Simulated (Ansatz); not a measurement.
`O/C=C/BF`, relaxed with RKS PBE0-D4/def2-TZVP in Ansatz 0.2.0 from a PBE-D4/def2-SVP geometry. The force threshold is 0.005 eV/Å; the program also tests the step.

Total charge 0; spin multiplicity 1.

Start:

```xyz
9

O     1.557    1.558    0.146
C     0.748    0.517    0.396
C    -0.243    0.021   -0.397
B    -1.052   -1.183    0.085
F    -2.039   -1.696   -0.668
H     1.323    1.932   -0.729
H     0.982    0.066    1.377
H    -0.437    0.507   -1.373
H    -0.839   -1.723    1.162
```

```csv
step,energy (eV),largest force (eV/Å),largest move (Å)
1,-7575.2822,0.691,0.000
2,-7575.3207,0.219,0.021
3,-7575.3234,0.086,0.011
4,-7575.3237,0.058,0.010
5,-7575.3239,0.015,0.004
6,-7575.3239,0.008,0.001
7,-7575.3240,0.007,0.003
8 (rejected),-7575.3240,0.004,0.001
9,-7575.3240,0.001,0.000
```

End:

```xyz
9

O     1.539    1.540    0.143
C     0.735    0.506    0.390
C    -0.242    0.025   -0.397
B    -1.039   -1.171    0.089
F    -2.017   -1.685   -0.656
H     1.321    1.920   -0.716
H     0.961    0.060    1.355
H    -0.434    0.503   -1.357
H    -0.825   -1.697    1.148
```

Run time 29 s (2 threads of an Arm Neoverse V2 on a shared host); peak host memory 0.35 GiB.
